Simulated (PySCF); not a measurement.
# Relaxation of singlet Bi3N

Level of theory: PySCF, PBE0, basis N def2-SVP, Bi def2-SVP with ECP60 (scalar-relativistic core potentials, no spin–orbit coupling, density fitting). A (50,194) grid was used.

A hand-made T-shaped start, of C2v symmetry, held to at least that symmetry:

```xyz
4
charge 0 multiplicity 1, angstrom
N     0.0000    0.0000   -0.7744
Bi    0.0000    0.0000    1.4456
Bi    2.2186    0.0000   -0.6969
Bi   -2.2186    0.0000   -0.6969
```

Optimiser trace:
| step | E − E(last) (kJ/mol) | largest gradient (Eh/bohr) |
| --- | --- | --- |
| 0 | 114.20 | 0.06313 |
| 1 | 35.92 | 0.03350 |
| 2 | 5.88 | 0.01665 |
| 3 | 0.89 | 0.00685 |
| 4 | 0.05 | 0.00164 |
| 5 | 0.01 | 0.00093 |
| 6 | 0.00 | 0.00008 |
| 7 | 0.00 | 0.00001 |

It ends at C2v with Bi–Bi 2.937 Å (×2), N–Bi 2.070 Å (×2), N–Bi 2.622 Å; Bi–Bi–Bi 86.5°, Bi–Bi–N 43.3° (×2), Bi–Bi–N 60.2° (×2), Bi–N–Bi 76.5° (×2), Bi–N–Bi 153.0° (after a last refinement on a finer grid). A frequency run shows 1 imaginary mode, down to 223i cm⁻¹, so it is a saddle point. Other isomers or separated fragments may lie lower.

With an element this heavy the missing spin–orbit coupling can shift these numbers.

The relaxation took about 60 core-seconds on a shared host.
